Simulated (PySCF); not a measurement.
A mixed set of molecules.

All values: PBE0/pcSseg-1 (PySCF) at GFN2-xTB geometries, gas phase, one conformer each.

**Question.** Rank by the highest Hirshfeld charge on any atom, highest value first.
A. `O[SiH2]/C=C/CF`
B. `C=C1CC[Si]1(C)C`
C. `O=C1CC=C[SiH2]1`
D. `c1occ(c1)[SiH3]`
E. `C=C1[SiH2][C@H]1C=O`
F. `C(CC)[C@H]1[C@@H](O1)F`

**Answer.** B (+0.408 e), A (+0.398 e), E (+0.339 e), C (+0.328 e), D (+0.312 e), F (+0.104 e).

**Question.** Rank by the lowest Hirshfeld charge on any atom, lowest value first.
A. `O[SiH2]/C=C/CF`
B. `C=C1[SiH2][C@H]1C=O`
C. `O=C1CC=C[SiH2]1`
D. `C=N[Si@@](N)(P)C[SiH3]`
E. `[SiH3]c1ccoc1`
F. `CCC[C@@H]1O[C@H]1F`

**Answer.** D (-0.323 e), A (-0.307 e), B (-0.254 e), C (-0.229 e), F (-0.158 e), E (-0.136 e).

**Question.** Rank by HOMO energy, highest first.
A. `O=C1CC=C[SiH2]1`
B. `[SiH3]c1cocc1`
C. `C=C1CC[Si]1(C)C`
D. `C=C1[SiH2][C@H]1C=O`
E. `O[SiH2]/C=C/CF`
F. `[C@@H]1(F)O[C@H]1CCC`

**Answer.** A (-6.65 eV), B (-6.82 eV), D (-7.00 eV), C (-7.14 eV), E (-7.80 eV), F (-8.33 eV).

All values together:

| SMILES | formula | μ (D) | HOMO (eV) | LUMO (eV) | lowest IAO charge (e) | highest IAO charge (e) | lowest Hirshfeld charge (e) | highest Hirshfeld charge (e) |
| --- | --- | --- | --- | --- | --- | --- | --- | --- |
| CCC[C@@H]1O[C@H]1F | C5H9FO | 2.65 | -8.33 | 1.31 | -0.420 (C) | +0.332 (C) | -0.158 (O) | +0.104 (C) |
| C=C1[SiH2][C@H]1C=O | C4H6OSi | 3.95 | -7.00 | -1.06 | -0.419 (O) | +0.660 (Si) | -0.254 (O) | +0.339 (Si) |
| [SiH3]c1ccoc1 | C4H6OSi | 0.34 | -6.82 | 0.11 | -0.347 (C) | +0.615 (Si) | -0.136 (C) | +0.312 (Si) |
| O[SiH2]/C=C/CF | C3H7FOSi | 2.18 | -7.80 | -0.35 | -0.792 (O) | +1.027 (Si) | -0.307 (O) | +0.398 (Si) |
| O=C1CC=C[SiH2]1 | C4H6OSi | 2.70 | -6.65 | -1.33 | -0.449 (C) | +0.676 (Si) | -0.229 (O) | +0.328 (Si) |
| C=C1CC[Si]1(C)C | C6H12Si | 0.65 | -7.14 | -0.13 | -0.720 (C) | +1.032 (Si) | -0.214 (C) | +0.408 (Si) |
| C=N[Si@@](N)(P)C[SiH3] | C2H11N2PSi2 | 1.48 | -6.71 | -0.75 | -0.838 (C) | +1.093 (Si) | -0.323 (N) | +0.387 (Si) |

Conformers: `[CH3:1][CH2:2][CH2:3][C@@H:4]1[O:5][C@H:6]1[F:7]` with C1–C2–C3–C4 -66°, C2–C3–C4–O5 164°; `[CH2:1]=[C:2]1[SiH2:3][C@H:4]1[CH:5]=[O:6]` with Si3–C4–C5–O6 -123°; `[OH:1][SiH2:2]/[CH:3]=[CH:4]/[CH2:5][F:6]` with H–O1–Si2–C3 60°, O1–Si2–C3–C4 9°, C3–C4–C5–F6 1°; `[CH2:1]=[N:2][Si@@:3]([NH2:4])([PH2:5])[CH2:6][SiH3:7]` with C1–N2–Si3–N4 -131°, N2–Si3–N4–H -67° and 68°, N2–Si3–P5–H -81° and -173°, N2–Si3–C6–Si7 -68°.
